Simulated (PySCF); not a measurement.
Correlation energy of O²⁺ (oxygen, charge +2)

[He] 2s2 2p2, high-spin 3P determinant. Calculation: PySCF 2.14, in aug-cc-pwCVDZ; no relativity, point nucleus. Frozen: 1s2; 4 electrons correlated.

```tsv
level	correlation energy (mhartree)
CCSD	-83.47
(T)	-0.71
CCSD(T)	-84.18
CCSDT	-84.34
```

Diagnostics: T1 = 0.0048, D1 = 0.0095, largest double amplitude 0.123.

Q: Is a single reference adequate?

A: Mostly. T1 lies below 0.03, but a double amplitude of this size points to a near-degeneracy that CCSD handles and MP2 describes poorly.
